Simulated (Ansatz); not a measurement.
Cost and result for the atomization energy of C2H7NSi, SMILES `CC[Si]N` (11 atoms, 10 bonds).

```xyz
11

C    -0.223   -1.161    0.313
C     0.952   -0.434   -0.321
Si    0.881    1.450   -0.647
N    -0.681    1.799   -0.051
H    -1.129   -1.068   -0.294
H    -0.029   -2.230    0.433
H    -0.451   -0.766    1.308
H     1.202   -0.880   -1.295
H     1.865   -0.584    0.272
H    -1.055    2.734   -0.069
H    -1.331    1.138    0.349
```

Total charge 0; spin multiplicity 1. All single points use the PBE0-D4/def2-TZVP geometry. It is one conformer, not always the lowest. Program: Ansatz. All runs use 2 threads of a server CPU on a shared host. Times are those of one run each, without the atoms' runs, and a repeat can differ threefold. Electronic energies, without spin–orbit coupling; frozen cores. CCSD(T)/CBS adds CCSD(T) − MP2 in def2-TZVPP to the MP2 limit, and its time is that of the two runs behind it. T1 = 0.013. B3LYP takes the VWN-RPA correlation (the form of Gaussian; ORCA's B3LYP/G). HSE06 is the plane-wave form, built on full-range PBE exchange.

CCSD(T)/CBS is a level of theory with its own doubt, some kJ/mol a heavy atom from the limit and from the frozen cores, so smaller differences don't rank the functionals.

```tsv
level	functions	atomization (kJ/mol)	difference from CCSD(T)/CBS	per bond
r2SCANh-D4/def2-TZVPP	233	4004.0	-30.5	-3.1
CAM-B3LYP-D4/def2-TZVPP	233	4058.0	23.5	2.3
CCSD(T)/def2-TZVPP	233	3928.1	-106.4	-10.6
PBE0-D4/def2-TZVPP	233	4039.6	5.1	0.5
revPBE-D4/def2-TZVPP	233	4016.3	-18.2	-1.8
MP2/def2-QZVPP	451	4018.8	-15.7	-1.6
HSE06-D4/def2-TZVPP	233	4042.3	7.8	0.8
B3LYP-D4/def2-TZVPP (with forces)	233	4048.3	13.8	1.4
ωB97X-V/def2-TZVPP	233	4045.6	11.1	1.1
CCSD(T)/CBS(def2)	–	4034.5	0.0	0.0
PBE-QIDH/def2-TZVPP	233	3999.1	-35.4	-3.5
B2PLYP/def2-TZVPP	233	3994.6	-39.9	-4.0
CCSD(T)/def2-SVP	95	3803.4	-231.1	-23.1
```

(1) Order the runs by time, with rough figures. (Estimate.)

## Answers

(1) Ansatz gave: revPBE-D4/def2-TZVPP 3.4 s; PBE0-D4/def2-TZVPP 4.4 s; HSE06-D4/def2-TZVPP 5.5 s; CAM-B3LYP-D4/def2-TZVPP 5.5 s; B3LYP-D4/def2-TZVPP (with forces) 6.5 s; r2SCANh-D4/def2-TZVPP 7.5 s; CCSD(T)/def2-SVP 7.5 s; B2PLYP/def2-TZVPP 11 s; ωB97X-V/def2-TZVPP 13 s; PBE-QIDH/def2-TZVPP 13 s; MP2/def2-QZVPP 43 s; CCSD(T)/def2-TZVPP 98 s; CCSD(T)/CBS(def2) 2.3 min.

From r2SCAN to r2SCAN0 (25 % exact exchange), in def2-TZVPP and without D4, the atomization energy moves by −48.1 kJ/mol: exact exchange takes away binding that semilocal exchange gives to molecules. In def2-TZVPP, CCSD(T) changes the Hartree–Fock value by +1002.9 kJ/mol (the triples alone add +53.7 kJ/mol) and MP2 by +1030.3 kJ/mol; breaking electron pairs costs correlation energy, which Hartree–Fock lacks. The D4 term adds +34.2 kJ/mol with B3LYP and +17.8 kJ/mol with PBE0; it sums over pairs of atoms, weighted by their polarisabilities, and B3LYP, whose exchange is more repulsive, gets the larger term.
